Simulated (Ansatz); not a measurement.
Isolated molecules relaxed with PBE0-D4/def2-TZVP in Ansatz; ΔE leaves out vibrations. CCSD(T)/CBS is the MP2 limit (def2-TZVPP, def2-QZVPP) plus CCSD(T) − MP2 in def2-TZVPP, frozen cores. This one scheme is used for every species. Functionals use def2-TZVPP. def2 core potentials past Kr. For I outer-core shells are correlated without core-valence functions, which leaves a few kJ/mol of doubt a bond. One conformer a species, not always the lowest.

Consider the ligand exchange at the Si–S bond: `CC[SiH2]S` + HI → `CC[SiH2]I` + H₂S.

```json
{"species": "`CC[SiH2]S`", "r2SCAN energy (Eh)": "-768.69098"}
{"species": "HI", "r2SCAN energy (Eh)": "-298.42083"}
{"species": "`CC[SiH2]I`", "r2SCAN energy (Eh)": "-667.74893"}
{"species": "H₂S", "r2SCAN energy (Eh)": "-399.37417"}
```

(1) Work out ΔE.

Largest T1 diagnostic among the species: 0.010.

Answers

(1) ΔE = (-667.74893) + (-399.37417) − (-768.69098) − (-298.42083) = -0.01129 Eh = -0.31 eV. CCSD(T)/CBS gives -0.36 eV.
